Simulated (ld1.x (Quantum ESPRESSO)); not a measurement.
**What one change does to a pseudopotential (barium, TM)**

ld1.x (Quantum ESPRESSO) 7.5 input, shortened:

```
&input
   title='Ba', zed=56., rel=2, dft='PBESOL', iswitch=3,
   config='[Xe] 5d0 6s2 6p0', rel_dist='average'
 /
 &inputp
   pseudotype=2, tm=.true., lloc=0,
   nlcc=.true., new_core_ps=.true., rcore=1.45
 /
3
5P  2  1   6.00   0.00  2.90  2.90  0.0
5D  3  2   0.00   0.00  2.60  2.60  0.0
6S  1  0   2.00   0.00  3.75  3.75  0.0
 &test
   configts(1)='5p6 5d0 6s2 6p0'
 /
```

Open shells are filled in proportion to 2j + 1 (rel_dist='average').

Change: all radii but the core radius scaled by about 1.13 (s 4.24, p 3.28, d 2.94 bohr).

Cutoffs: the cutoffs (Ry, on a coarse ladder) from which the occupation-weighted sum of valence levels, in a spherical-Bessel basis at the reference potential, stays within 10 and 1 mRy of its value at 400 Ry; they do not see the model core or the augmentation charge, which bear on the density cutoff. Errors are all-electron minus pseudo energies relative to the spin-unpolarised reference configuration.

Task: What does the change do?

Result: The potential gets softer (10 Ry and 18 Ry → 10 Ry and 15 Ry); of the 7 tests that both files solve, the error grows in 1 and shrinks in 0 by more than 15 % and 0.3 meV (median size 187.2 → 197.8 meV); neither file shows a bound ghost. A larger radius leaves more room for a smooth pseudo-wave, so fewer plane waves are needed.

```tsv
quantity	base	changed
cutoff, loose	10 Ry	10 Ry
cutoff, tight	18 Ry	15 Ry
loose cutoff by channel (10 mRy a level)	p 8 Ry, s 6 Ry	p 10 Ry, s 6 Ry
bound ghosts	none	none
error for 5p6 5d0 6s1 6p0, meV [ΔE 5.38 eV]	+2.8	+2.7
error for 5p6 5d0 6s0 6p0, meV [ΔE 15.27 eV]	-5.2	-6.4
error for 5p6 5d0 6s1.5 6p0, meV [ΔE 2.15 eV]	+0.7	+0.7
error for 5p6 5d0 6s0 6p2, meV [ΔE 4.16 eV]	-648	-647
error for 5p6 5d0 6s0 6p1, meV [ΔE 7.97 eV]	-484	-484
error for 5p6 5d0 6s1 6p1, meV [ΔE 2.04 eV]	-284	-283
error for 5p5 5d0 6s2 6p0, meV [ΔE 23.35 eV]	-187	-198
```
